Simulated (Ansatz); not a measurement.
```
atom    x (Å)    y (Å)    z (Å)
  Si  -0.0035   0.0093  -0.0010
   H   0.8571   0.8706   0.8610
   H   0.8663  -0.8647  -0.8704
   H  -0.8696   0.8674  -0.8588
   H  -0.8570  -0.8558   0.8682
```

Basis set: def2-TZVP (spherical functions). Frozen core: 5 orbitals. Charge 0, multiplicity 1.

Computed with Ansatz (development build ahead of 0.2.0); each method stands on the lowest determinant of its kind that the runs found. Restricted open shells among the atoms or ions are ROHF, correlated in semicanonical orbitals with singles.

The atomization energy at this shape (free ground-state atoms in the same class of orbitals less the molecule, no zero-point energy) of singlet SiH4:

| method | atomization energy |
| --- | --- |
| RHF | 1080.2 kJ/mol |

(1) What does RHF-MP2 give?

Results:

(1) 1268.8 kJ/mol.
